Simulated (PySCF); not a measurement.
## Excitation energy of I²⁺ by level of theory

I²⁺ [Kr] 4d10 5s2 5p3 (4S) → I²⁺ [Kr] 4d10 5s1 5p3 6s1 (6S), as a difference of total energies. Computed with PySCF 2.14 in aug-cc-pVQZ-PP with one added diffuse shell each of s, p, d, f, g type with ECP28MDF (8s8p6d4f3g, 117 functions), with a scalar-relativistic core potential. Correlated levels: valence: 4s2 4p6 4d10 frozen. The calculations carry no spin-orbit coupling.

```
           method  excitation energy (eV)
              UHF                  21.575
              LDA                  24.311
              PBE                  23.965
             PBE0                  23.692
           r2SCAN                  23.692
          wB97X-V                  24.042
            B3LYP                  24.213
           revPBE                  23.826
    MP2 (valence)                  22.724
SCS-MP2 (valence)                  23.229
```

How much does correlation contribute at MP2 (valence)?

22.724 − (21.575) = 1.149 eV, measured against UHF.

The promoted electron is Rydberg-like, and one or two diffuse shells describe it only roughly, which tends to raise the upper state.
